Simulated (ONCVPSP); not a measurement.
Potentials for Mn (Z = 25) compared

Generated with ld1.x 7.5 (TM, RRKJ, ultrasoft, PAW), atompaw 4.2 or ONCVPSP 4.0.1. The cutoff is in Ry: for ld1.x and atompaw files where the sum of valence levels is converged to 10 mRy in a Bessel basis, for ONCV files where the hardest occupied wave has 1 mHa per electron of residual kinetic energy. The error is the largest all-electron minus pseudo excitation energy over each file’s own four to seven test configurations (ionisations up to +4, promotions, holes and added fractions of an electron), all of which were solved. The labels leave out finer settings (local radius, basis sizes, second energies), which also bear on the numbers. Spin-polarised tests are not counted. The rows are a selection from randomly drawn settings: files with unsolved tests, undetermined cutoffs or missed reference levels are left out.

A true bound ghost makes a file unfit for plane-wave use even where its test errors are small: the radial tests pick states by their node count and pass the ghost by.

```tsv
potential	cutoff (Ry)	largest error (meV)	bound ghosts
ONCV, LDA (Perdew-Wang 92), scalar-relativistic, rc 2.40/0.95/1.65 (spd), local smoothed, core correction yes, reference 3p6 3d5 4s2, qcut 2.7/8.2/9, projectors 1/2/1	67	+90	s
ONCV, PBE, scalar-relativistic, rc 1.30/1.25/1.60 (spd), local smoothed, core correction yes, reference 3s2 3p6 3d5.5 4s1.5, qcut 9.1/10.7/8.4, projectors 2/2/2	68	+13	none
ONCV, PBE, scalar-relativistic, rc 1.15/1.00/1.45 (spd), local smoothed, core correction yes, reference 3s2 3p6 3d5 4s1.5, qcut 9.9/9.5/11.4, projectors 2/2/2	96	+0.7	none
ONCV, PBE, scalar-relativistic, rc 2.55/1.95/1.20 (spd), local smoothed, core correction no, reference 3d5.5 4s1.5, qcut 2.8/3.5/14.4, projectors 2/2/3	137	+102	none
ONCV, LDA (Perdew-Zunger), scalar-relativistic, rc 1.50/1.15/1.85/1.90 (spdf), local smoothed, core correction yes, reference 3s2 3p6 3d5 4s2, qcut 7.3/14.8/7.9/6.1, projectors 2/2/1/3	73	+12	none
```

(1) Fill in the row for Mn: ONCV, PBEsol, fully relativistic, rc 1.25/1.45/1.05 (spd), local d, core correction yes, reference 3s2 3p6 3d5 4s2, qcut 12.5/11.6/12.2, projectors 3/2/0.

## Answers

(1) cutoff 147 Ry, largest error -4.1 meV, bound ghosts: none.
